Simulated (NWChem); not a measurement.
System: MgNH$_{2}$Br; SMILES [Mg]([NH2])[Br]

```xyz
5

Mg    -0.0014     1.1475     0.0000
Br     0.0003    -1.2069     0.0000
N      0.0023     3.0307     0.0000
H     -0.0046     3.6277    -0.8197
H     -0.0046     3.6277     0.8197
```
Atoms are numbered in this order, from 1.

Program: NWChem. Pople sets run with spherical d functions. Structure relaxed at the B3LYP/6-31G* (spherical d) level.

Q: Taking Hartree-Fock/6-311G** as the yardstick, which of these has the fewest basis functions while keeping “highest occupied level (eV)” within 0.2 eV of it: Hartree-Fock/3-21G; Hartree-Fock/6-31G*; Hartree-Fock/STO-3G?

A: Hartree-Fock/6-31G*.
```tsv
level	basis functions	highest occupied level (eV)
Hartree-Fock/STO-3G	34	-6.54
Hartree-Fock/3-21G	48	-9.54
Hartree-Fock/6-31G*	68	-9.82
Hartree-Fock/6-311G**	100	-9.90
```

The yardstick is one finite set, not the basis-set limit.
